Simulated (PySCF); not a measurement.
# How methods differ on the fine-structure interval of Cd³⁹⁺

Cd³⁹⁺ [He] 2s2 2p5 [2p1/2^2 2p3/2^3, M_J = 3/2] → Cd³⁹⁺ [He] 2s2 2p5 [2p1/2^1 2p3/2^4, M_J = 1/2], as a difference of total energies. Computed with PySCF 2.14 in an uncontracted even-tempered set (17 s from 18 bohr⁻², ratio 2.4; 12 p from 24 bohr⁻², ratio 2.4; 5 d from 88 bohr⁻², ratio 2.6; 4 f from 130 bohr⁻², ratio 2.6), with the two-component X2C-1e Hamiltonian. Correlated levels: nothing frozen; the 32 highest virtual spinors dropped. "Screened" scales the spin-orbit matrix elements by Boettger's factors to mimic the two-electron term; Breit and QED terms are absent.

| method | fine-structure interval (cm⁻¹) |
| --- | --- |
| GHF (screened spin-orbit) | 1629000 |
| GMP2 (screened spin-orbit) | 1629900 |
| GHF (bare spin-orbit) | 1702900 |
